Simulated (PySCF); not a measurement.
C4H9B.
Cartesian coordinates in Å at the PBE0-D3(BJ)/def2-SVP level; atoms count from 1:
```
atom  x, y, z in Å
B1    -2.2776    0.6252    0.6453
C2    -1.1079    0.0189   -0.1829
C3     0.2576   -0.1370    0.4892
C4     1.2980   -0.7265   -0.4101
C5     2.4362   -0.1328   -0.7719
H6    -3.3624    0.7695    0.1258
H7    -2.1442    0.9629    1.8023
H8    -1.0221    0.6274   -1.1069
H9    -1.4723   -0.9525   -0.5779
H10    0.6043    0.8402    0.8640
H11    0.1416   -0.7805    1.3802
H12    1.0753   -1.7265   -0.8076
H13    3.1489   -0.6195   -1.4428
H14    2.6995    0.8653   -0.4056
```

Jobs on this species (14 atoms, 38 electrons) with PySCF (density fitting). Hardware of each: Arm Neoverse V1, one thread, no GPU (shared host). Other jobs ran on the host; a repeat could differ by tens of per cent or more. Peak memory is the resident size of the whole Python process, interpreter and libraries included.

```csv
level and settings,work,basis functions,SCF cycles,wall time,peak memory
"delta-SCF UKS PBE, pcX-2 on the ionised atom, pcseg-1 elsewhere, spin-free X2C","ΔSCF core ionisation, 5 holes",146,?,?,?
"delta-SCF UKS SCAN, pcX-1 on the ionised atom, pcseg-1 elsewhere, spin-free X2C","ΔSCF core ionisation, 5 holes",125,?,?,?
"delta-SCF UKS PBE0, pcX-2 on the ionised atom, pcseg-1 elsewhere, spin-free X2C","ΔSCF core ionisation, 5 holes",146,79,35 s,0.64 GiB
"delta-SCF UKS SCAN, pcX-2 on the ionised atom, pcseg-1 elsewhere, non-relativistic","ΔSCF core ionisation, 5 holes",146,128,49 s,0.56 GiB
"PBE0-D3(BJ)/def2-SVP, grid level 1",geometry optimisation from a GFN2-xTB start shaken at random,115,42,29 s,0.47 GiB
"delta-SCF UKS B3LYP, pcX-2 on the ionised atom, pcseg-1 elsewhere, spin-free X2C","ΔSCF core ionisation, 5 holes",146,79,36 s,0.56 GiB
"delta-SCF UKS HF, pcX-2 on the ionised atom, pcseg-1 elsewhere, spin-free X2C","ΔSCF core ionisation, 5 holes",146,86,20 s,0.56 GiB
"delta-SCF UKS SCAN, pcX-2 on the ionised atom, pcseg-1 elsewhere, spin-free X2C","ΔSCF core ionisation, 5 holes",146,190,69 s,0.51 GiB
"delta-SCF UKS SCAN, def2-TZVP on the ionised atom, pcseg-1 elsewhere, spin-free X2C","ΔSCF core ionisation, 5 holes",132,209,73 s,0.56 GiB
```

Problem. Fill in the missing figures.

Solution. 
- delta-SCF UKS PBE, pcX-2 on the ionised atom, pcseg-1 elsewhere, spin-free X2C; ΔSCF core ionisation, 5 holes: 40 s, 0.56 GiB, 216 SCF cycles
- delta-SCF UKS SCAN, pcX-1 on the ionised atom, pcseg-1 elsewhere, spin-free X2C; ΔSCF core ionisation, 5 holes: 52 s, 0.56 GiB, 172 SCF cycles

Problem. What do all jobs in the table cost together?

Solution. About 6.7 min; the longest takes about 18 % of that, and about 3.6 times as long as the shortest.
